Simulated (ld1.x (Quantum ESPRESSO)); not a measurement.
Building the TM potential for Ce (Z = 58) (LDA (PZ), scalar-relativistic).

The input file (ld1.x (Quantum ESPRESSO) 7.5):

```
&input
   title='Ce', zed=58., rel=1, dft='PZ', iswitch=3,
   config='[Xe] 4f1 5d1 6s2 6p0',
   nld=3, rlderiv=3.60, eminld=-2.0, emaxld=5.0, deld=0.02
 /
 &inputp
   pseudotype=2, tm=.true., lloc=0,
   nlcc=.false.,
   file_pseudopw='Ce.UPF', file_wfcaegen='ae.wfc', file_wfcncgen='nc.wfc', file_beta='beta', file_chi='chi'
 /
3
6P  2  1   0.00   0.00  3.10  3.10  0.0
5D  3  2   1.00   0.00  3.30  3.30  0.0
6S  1  0   2.00   0.00  3.20  3.20  0.0
 &test
   configts(1)='5d1 6s2 6p0'
 /
```

Command:

```bash
ld1.x < Ce.in > Ce.out
```

Output (shortened: banner, matrices, multipoles, cross overlaps and the repeated all-electron block are left out):

```
Program LD1 v.7.5
     --------------------------- All-electron run ----------------------------

     Ce
     scalar relativistic calculation

     atomic number is 58.00
     dft =PZ   lsd =0 sic =0 latt =0  beta=0.20 tr2=1.0E-14
     Exchange-correlation= PZ
                           (   1   1   0   0   0   0   0)
     mesh =1255 r(mesh) = 100.94310 a.u. xmin = -7.00 dx = 0.01250
     1 Ry =  13.60569312 eV, c = 137.03599908

     n l     nl                  e(Ry)          e(Ha)          e(eV)
     1 0     1S 1( 2.00)     -2956.8433     -1478.4216    -40229.9022
     2 0     2S 1( 2.00)      -473.5142      -236.7571     -6442.4895
     2 1     2P 1( 6.00)      -424.2900      -212.1450     -5772.7598
     3 0     3S 1( 2.00)      -101.9295       -50.9647     -1386.8211
     3 1     3P 1( 6.00)       -86.2732       -43.1366     -1173.8062
     4 0     4S 1( 2.00)       -20.5960       -10.2980      -280.2223
     4 1     4P 1( 6.00)       -15.4807        -7.7404      -210.6263
     3 2     3D 1(10.00)       -63.9749       -31.9874      -870.4224
     5 0     5S 1( 2.00)        -2.9931        -1.4965       -40.7227
     5 1     5P 1( 6.00)        -1.7124        -0.8562       -23.2990
     4 2     4D 1(10.00)        -8.1169        -4.0585      -110.4361
     4 3     4F 1( 1.00)        -0.4123        -0.2061        -5.6096
     5 2     5D 1( 1.00)        -0.2340        -0.1170        -3.1835
     6 0     6S 1( 2.00)        -0.2856        -0.1428        -3.8859
     6 1     6P 1( 0.00)        -0.1037        -0.0519        -1.4116

     final scf error:  9.7E-15 reached in  29 iterations

     Etot =  -17707.775999 Ry,   -8853.887999 Ha, -240926.566130 eV

     Ekin =   18764.819858 Ry,    9382.409929 Ha,  255308.380501 eV
     Encl =  -42907.120808 Ry,  -21453.560404 Ha, -583781.118502 eV
     Eh   =    6839.715353 Ry,    3419.857677 Ha,   93059.068145 eV
     Exc  =    -405.190403 Ry,    -202.595201 Ha,   -5512.896274 eV

     normalization and overlap integrals

     s(1S/1S) =  1.000000  <r> =   0.0246  <r2> =    0.0008  r(max) =   0.0158
     s(2S/2S) =  1.000000  <r> =   0.1053  <r2> =    0.0131  r(max) =   0.0887
     s(2P/2P) =  1.000000  <r> =   0.0924  <r2> =    0.0104  r(max) =   0.0717
     s(3S/3S) =  1.000000  <r> =   0.2790  <r2> =    0.0889  r(max) =   0.2534
     s(3P/3P) =  1.000000  <r> =   0.2770  <r2> =    0.0889  r(max) =   0.2502
     s(4S/4S) =  1.000000  <r> =   0.6377  <r2> =    0.4589  r(max) =   0.5928
     s(4P/4P) =  1.000000  <r> =   0.6752  <r2> =    0.5185  r(max) =   0.6154
     s(3D/3D) =  1.000000  <r> =   0.2537  <r2> =    0.0759  r(max) =   0.2049
     s(5S/5S) =  1.000000  <r> =   1.5148  <r2> =    2.5796  r(max) =   1.3697
     s(5P/5P) =  1.000000  <r> =   1.7601  <r2> =    3.5154  r(max) =   1.5327
     s(4D/4D) =  1.000000  <r> =   0.7448  <r2> =    0.6434  r(max) =   0.6551
     s(4F/4F) =  1.000000  <r> =   1.1023  <r2> =    1.6174  r(max) =   0.7061
     s(5D/5D) =  1.000000  <r> =   2.9467  <r2> =   10.4843  r(max) =   2.1751
     s(6S/6S) =  1.000000  <r> =   4.2993  <r2> =   20.9289  r(max) =   3.6769
     s(6P/6P) =  1.000000  <r> =   5.8231  <r2> =   38.7733  r(max) =   4.9016

     ------------------------ End of All-electron run ------------------------

     --------------------- Generating NC pseudopotential ---------------------

      Generating local pot.: lloc=0, matching radius rcloc =   3.2000

      Wfc   6P  rcut= 3.125  Using Troullier-Martins method

      Wfc   5D  rcut= 3.286  Using Troullier-Martins method

     ------------------- End of pseudopotential generation -------------------

     Computing logarithmic derivative in   3.60862
     Computing logarithmic derivative in   3.60862
     Computing the partial wave expansion
       no projector for channel:   0
     R is outside the sphere for l=    1 j= 0.00
     R is outside the sphere for l=    2 j= 0.00

     ---------------------- Testing the pseudopotential ----------------------

     Ce
     scalar relativistic calculation

     atomic number is 58.00   valence charge is  3.00
     dft =PZ   lsd =0 sic =0 latt =0  beta=0.20 tr2=1.0E-14
     mesh =1255 r(mesh) = 100.94310 xmin = -7.00 dx = 0.01250

     n l     nl             e AE (Ry)        e PS (Ry)    De AE-PS (Ry)
     3 2     5D   1( 1.00)       -0.23398       -0.23398        0.00000
     1 0     6S   1( 2.00)       -0.28561       -0.28561       -0.00000
     2 1     6P   1( 0.00)       -0.10375       -0.10375       -0.00000

     eps = 9.7E-15  iter =  7

     Etot =  -17707.775999 Ry,   -8853.887999 Ha, -240926.566130 eV
     Etotps =    -2.640501 Ry,      -1.320251 Ha,     -35.925851 eV

     Ekin =       1.796877 Ry,       0.898438 Ha,      24.447754 eV
     Encl =      -4.136318 Ry,      -2.068159 Ha,     -56.277470 eV
     Ehrt =       2.098994 Ry,       1.049497 Ha,      28.558275 eV
     Ecxc =      -0.878726 Ry,      -0.439363 Ha,     -11.955679 eV
     Epseu=      -1.521329 Ry,      -0.760664 Ha,     -20.698731 eV

     ---------------------- End of pseudopotential test ----------------------
```

Note: ghost state, extra bound levels that the all-electron valence spectrum of the same l lacks: p at -45.6 eV. A true bound ghost makes a file unfit for plane-wave use.

Generation and configuration tests took about 1.9 s on one core of a shared server CPU.
